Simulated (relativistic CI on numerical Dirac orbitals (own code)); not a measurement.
# d1 to d9 in one tetrahedral field

Computed with a parametric ligand-field model without spin-orbit coupling, by exact diagonalisation: B = 830, C = 3470, 10Dq = -8700 cm⁻¹ (Td; |10Dq|/B = 10.5) for every shell. Energies in cm⁻¹; the field energy is (0.6 n_e − 0.4 n_t2) × 10Dq of the ground term; g labels are left out.

```tsv
Shell	Ground term	Electrons in e	Field energy	First spin-allowed bands	Lowest term of other spin
d1	2E	1.000	-5220	2T2 8700	
d2	3A2	2.000	-10440	3T2 8700, 3T1 14257	1E 13137
d3	4T1	1.926	-6314	4T2 7621, 4A2 16321	2E 7761
d4	5T2	2.000	-3480	5E 8700	3T1 10765
d5	6A1	2.000	0	none	4T1 19360
d6	5E	3.000	-5220	5T2 8700	3T1 11405
d7	4A2	4.000	-10440	4T2 8700, 4T1 14257	2E 15977
d8	3T1	3.926	-6314	3T2 7621, 3A2 16321	1T2 12392
d9	2T2	4.000	-3480	2E 8700
```

Every shell keeps the spin of the free ion. Tetrahedral fields of 3d complexes are almost always too weak to pair spins. High-spin d^(n+5) repeats the spin-allowed bands of d^n, since the half-filled shell is spherical.
